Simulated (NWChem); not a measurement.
System: BeHOF; SMILES [OH][Be][F]

The following NWChem deck was run.

```
start job
memory heap 200 mb stack 900 mb global 1100 mb
geometry units angstroms noautosym nocenter noautoz
  Be    -0.000405     0.000392     0.010705
  F      0.015632    -0.015260     1.409131
  O     -0.065728     0.064182    -1.396373
  H      0.311163    -0.303842    -2.200719
end
basis spherical
  Be library 6-31g*
  F library 6-31g*
  O library 6-31g*
  H library 6-31g*
end
dft
  xc pbe0
  iterations 150
end
property
  efieldgrad
end
task dft property
```

Structure relaxed at the PBE-D3(BJ)/def2-SVP level.

Vzz is the largest principal value of the second derivative of the potential at the nucleus (NWChem prints the opposite sign); η is the asymmetry. Non-relativistic.

Atoms are numbered as in the input.

**Question.** What results follow from this input? (PBE0/6-31G* (spherical d).) Quantities: Vzz Be1 (a.u.); η Be1; Vzz O3 (a.u.); η O3.

**Answer.** 
| Item | Value |
|---|---|
| Vzz Be1 (a.u.) | -0.163 |
| η Be1 | 0.11 |
| Vzz O3 (a.u.) | 1.417 |
| η O3 | 0.08 |
